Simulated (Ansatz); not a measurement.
Cost and result for the atomization energy of `OC1=[C]([AlH2])[SiH2]N1` (12 atoms, 12 bonds).

```xyz
12

O     0.420   -1.919    0.604
C    -0.055   -0.680    0.565
C     0.103    0.319   -0.395
Al    1.101    0.115   -1.965
Si   -0.955    1.309    0.733
N    -0.830   -0.242    1.593
H     0.945   -2.061   -0.199
H     1.764   -1.344   -2.097
H     1.320    1.204   -3.094
H    -0.382    2.442    1.504
H    -2.350    1.647    0.355
H    -1.081   -0.790    2.395
```

Charge 0, multiplicity 1. All single points use the PBE0-D4/def2-TZVP geometry. It is one conformer, not always the lowest. Program: Ansatz. All runs use 4 threads of an Arm Neoverse V1 on a shared host. Times are those of one run each, without the atoms' runs, and a repeat can differ threefold. Electronic energies, without spin–orbit coupling; frozen cores. CCSD(T)/CBS adds CCSD(T) − MP2 in def2-TZVPP to the MP2 limit, and its time is that of the two runs behind it. T1 = 0.014. B3LYP takes the VWN-RPA correlation (the form of Gaussian; ORCA's B3LYP/G).

CCSD(T)/CBS is a level of theory with its own doubt, some kJ/mol a heavy atom from the limit and from the frozen cores, so smaller differences don't rank the functionals.

| level | functions | atomization (kJ/mol) | difference from CCSD(T)/CBS | per bond |
| --- | --- | --- | --- | --- |
| MP2/def2-QZVPP | 548 | 4405.3 | 46.4 | 3.9 |
| CCSD(T)/CBS(def2) | – | 4358.9 | 0.0 | 0.0 |
| PBE0-D4/def2-TZVPP | 292 | 4374.1 | 15.2 | 1.3 |
| PBE-D4/def2-TZVPP (with forces) | 292 | 4470.0 | 111.1 | 9.3 |
| ωB97X-V/def2-TZVPP | 292 | 4390.8 | 31.9 | 2.7 |
| CCSD(T)/def2-TZVPP | 292 | 4222.2 | -136.7 | -11.4 |
| ωB97M-V/def2-TZVPP (with forces) | 292 | 4384.5 | 25.6 | 2.1 |
| r2SCAN-D4/def2-TZVPP (with forces) | 292 | 4382.9 | 24.0 | 2.0 |
| B3LYP-D4/def2-TZVPP (with forces) | 292 | 4356.2 | -2.7 | -0.2 |
| B2PLYP/def2-TZVPP | 292 | 4306.2 | -52.7 | -4.4 |

Order the runs by time, with rough figures. (Best estimate.)

Computed: PBE-D4/def2-TZVPP (with forces) 3.6 s; PBE0-D4/def2-TZVPP 4.6 s; r2SCAN-D4/def2-TZVPP (with forces) 7.5 s; B3LYP-D4/def2-TZVPP (with forces) 7.5 s; B2PLYP/def2-TZVPP 9 s; ωB97X-V/def2-TZVPP 12 s; ωB97M-V/def2-TZVPP (with forces) 18 s; MP2/def2-QZVPP 42 s; CCSD(T)/def2-TZVPP 5.4 min; CCSD(T)/CBS(def2) 6.1 min.

In def2-TZVPP, CCSD(T) changes the Hartree–Fock value by +1186.7 kJ/mol (the triples alone add +82.9 kJ/mol) and MP2 by +1288.1 kJ/mol; breaking electron pairs costs correlation energy, which Hartree–Fock lacks. From PBE to PBE0 (25 % exact exchange), in def2-TZVPP and without D4, the atomization energy moves by −91.3 kJ/mol: exact exchange takes away binding that semilocal exchange gives to molecules. The D4 term adds +48.8 kJ/mol with B3LYP and +25.5 kJ/mol with PBE0; it sums over pairs of atoms, weighted by their polarisabilities, and B3LYP, whose exchange is more repulsive, gets the larger term.
